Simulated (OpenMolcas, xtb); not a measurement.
A ladder of methods for SiN2H4F (SMILES N[Si](N)F)

SiN2H4F: 8 atoms, total charge 0, spin state doublet. As SMILES, `N[Si](N)F`. The coordinates come from a PBE0-D4/def2-TZVP relaxation. This is one conformer, not always the lowest.

```xyz
8

N    -0.8149    1.0315   -0.3599
Si    0.5172   -0.0207   -0.5813
N     0.7803   -0.7933    0.9107
F     0.0453   -0.9712   -1.7940
H    -1.3317    1.3489   -1.1650
H    -0.7638    1.7447    0.3502
H     1.6486   -1.2548    1.1205
H     0.0111   -1.1423    1.4632
```

Quantity: the energy change with the N1–H5 bond stretched from 1.008 to 1.159 Å, in eV. The values are calculated.

| level | kind | program | value (eV) | CPU time (all runs) |
| --- | --- | --- | --- | --- |
| GFN-FF | force field | xtb | 0.38 | under 2 s |
| GFN0-xTB | semi-empirical | xtb | 0.32 | under 2 s |
| UHF/def2-SVPD | Hartree–Fock | OpenMolcas | 0.47 | 39 s |
| USVWN5/def2-SVPD | LDA | OpenMolcas | 0.30 | 83 s |
| UPBE/def2-SVPD | GGA | OpenMolcas | 0.31 | 2.2 min |
| UM06-L/def2-SVPD | meta-GGA | OpenMolcas | 0.37 | 3 min |
| UM06-2X/def2-SVPD | hybrid meta-GGA | OpenMolcas | 0.37 | 3 min |

The first shape isn't each level's own minimum. The values span 0.30 to 0.47 eV. CPU times are rough (shared hosts, several kinds of processor): they show what a rung costs within a factor of a few.
